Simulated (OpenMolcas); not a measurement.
Pd4+: moving or changing the point charges

Pd4+ among 5 point charges of -1 e arranged as a trigonal bipyramid (D3h), 2.12 Å from the ion, with the axial distance 2.268 Å.
```
   2.1200    0.0000    0.0000  -1.00
  -1.0600    1.8360    0.0000  -1.00
  -1.0600   -1.8360    0.0000  -1.00
   0.0000    0.0000    2.2684  -1.00
   0.0000    0.0000   -2.2684  -1.00
```

- Program: OpenMolcas
- Method: SS-CASPT2, IPEA 0.25 Eh, imaginary shift 0.1 Eh (closed shells correlated: 4s 4p)
- Basis: ANO-RCC-VDZP [6s5p3d1f]
- Scalar Hamiltonian: DKH2, point nucleus
- Active space: 6 electrons in 5 orbitals (4d)
- State averaging: 2S+1 = 5 even, 5 roots; 2S+1 = 3 even, 45 roots; 2S+1 = 1 even, 50 roots
- Spin-orbit coupling: state interaction with AMFI integrals over the reference wave functions

Runs around this geometry, states (labels of D3, the rotations of D3h). Energies in cm-1 above the lowest state or level, χT in cm3 K/mol.

| R (Å) | q (e) | Axial / equatorial distance | Ground state | First state of that spin | First gap with spin-orbit (degeneracies) | χT at 300 K | First state of another spin |
| --- | --- | --- | --- | --- | --- | --- | --- |
| 2.12 | -1 | 0.98 | 5E | 5E 600 | 270 (2, 2) | 5.380 | 3A2 19660 |
| 2.12 | -0.65 | 1.07 | 5E | 5E 350 | 110 (2, 2) | 5.457 | 3E 20070 |
| 2.02 | -1 | 1.07 | 5E | 5E 610 | 160 (2, 2) | 5.233 | 3A2 19660 |
| 2.12 | -1 | 1.07 | 5E | 5E 470 | 150 (2, 2) | 5.335 | 3A2 19900 |
| 2.23 | -1 | 1.07 | 5E | 5E 370 | 130 (2, 2) | 5.415 | 3A2 20050 |

Scaling the charges by -0.65 / -1 = 0.65 scales the first state of the same spin by 350 / 470 = 0.74; with fixed orbitals a first-order splitting would follow the charge.

Roots that are degenerate in the reference are averaged as groups; the widest CASPT2 spread within a group is 150 cm-1 (the 2-fold group of multiplicity 5 near 0 cm-1 above the lowest state of its run, R = 2.12, q = -1, ratio = 0.98). Shifts and gaps below about the spread of the groups concerned are not significant. An orbital doublet at a regular site is open to a Jahn-Teller distortion, which this geometry leaves out. Point charges give a weaker field than real ligands, and real ions of this kind are as a rule low spin; the high spin found here belongs to the model. The ground term spreads over less than 5000 cm-1, several times less than with real ligands, so orbital moments are less quenched and χT lies further from the spin-only value than at real sites. Free-ion shares, where given, are those of the reference states; single-state CASPT2 does not remix them. Spin-orbit coupling mixes the spin-free states strongly: the lowest level takes only 56 % from its leading state, 5E (figures for R = 2.12, q = -0.65, ratio = 1.07; the like holds for R = 2.02, q = -1, ratio = 1.07, R = 2.12, q = -1, ratio = 1.07, R = 2.23, q = -1, ratio = 1.07). Point charges carry no covalency, so the field is a model and not that of real ligands. No measured value stands beside these numbers.
